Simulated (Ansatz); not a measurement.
Coupled-cluster run, CH8O2Si2, SMILES `OC[SiH](O)[SiH3]`.

```yaml
crystal:
  periodic: [false, false, false]
  atoms:
    - {symbol: O, position_ang: [-2.123784, 1.498286, 0.629154]}
    - {symbol: C, position_ang: [-1.536273, 0.238125, 0.336451]}
    - {symbol: Si, position_ang: [0.344133, 0.349643, 0.447849]}
    - {symbol: O, position_ang: [0.794395, 1.712711, -0.394022]}
    - {symbol: Si, position_ang: [1.387408, -1.585548, -0.383507]}
    - {symbol: H, position_ang: [-1.620302, 2.176409, 0.167796]}
    - {symbol: H, position_ang: [-1.855161, -0.130459, -0.650792]}
    - {symbol: H, position_ang: [-1.918993, -0.476276, 1.071843]}
    - {symbol: H, position_ang: [0.741416, 0.613667, 1.854513]}
    - {symbol: H, position_ang: [0.975655, 1.618253, -1.329783]}
    - {symbol: H, position_ang: [1.144266, -1.699223, -1.850466]}
    - {symbol: H, position_ang: [0.829837, -2.798585, 0.275001]}
    - {symbol: H, position_ang: [2.857798, -1.552004, -0.159336]}
basis:
  gaussian: {orbitals: def2-TZVPP}
correlation: {method: ccsd_t}
```

```sh
$ ansatz run in.yaml --threads 4 --pin off --events-out ev --progress --plain --max-ram 10444MiB
```

Output of Ansatz, abridged:

```
Functional definition: HF
1692 factors; integrals over basis functions are off by at most 9.8e-4 eV
mean field evaluation 1: about -20954.5297 eV, gradient 4.6e1 eV
mean field evaluation 2: about -20954.8345 eV, gradient 4.7e1 eV
mean field evaluation 4: about -20959.5179 eV, gradient 4.4e0 eV
mean field evaluation 8: about -20959.6062 eV, gradient 2.8e-1 eV
mean field evaluation 16: about -20959.6066 eV, gradient 2.2e-6 eV
mean field -20959.60660562 eV, -770.2513358250 hartree, gradient 2.2e-6 eV, S^2 0.000000; 0 other end points of the search recorded, 0 dependent functions left out
13 core orbitals not correlated: weight in the atoms' cores, before any rotation towards them, 1.000 or more for the frozen orbitals, at most 0.000 for the correlated occupied ones
reference -20959.60660562 eV, -770.2513358250 hartree; 16, 16 occupied and 260, 260 virtual orbitals, 1692 factors
second order -24.67405975 eV of doubles, -0.00000000 eV of singles
cycle   1  -25.33305165 eV  change   -6.6e-1 eV  update   1.1e-1
cycle   2  -25.97722968 eV  change   -6.4e-1 eV  update   3.3e-2
cycle   3  -26.11704239 eV  change   -1.4e-1 eV  update   1.7e-2
cycle   4  -26.10342772 eV  change    1.4e-2 eV  update   4.1e-3
cycle   5  -26.10156554 eV  change    1.9e-3 eV  update   2.0e-3
cycle   6  -26.10231283 eV  change   -7.5e-4 eV  update   6.1e-4
cycle   7  -26.10197978 eV  change    3.3e-4 eV  update   2.6e-4
cycle   8  -26.10184885 eV  change    1.3e-4 eV  update   9.5e-5
cycle   9  -26.10188173 eV  change   -3.3e-5 eV  update   4.5e-5
cycle  10  -26.10189725 eV  change   -1.6e-5 eV  update   1.8e-5
perturbative correction -0.94543235 eV, -0.0347439980 hartree
Total energy: -20986.65393522 eV, -771.2453068544 hartree
```

Run time 5.1 min (4 threads of an Arm Neoverse V1 on a shared host); peak host memory 8.8 GiB.

The correlation energy is -27.047 eV, 3.5 % of it from (T); the T1 diagnostic reads 0.0124.
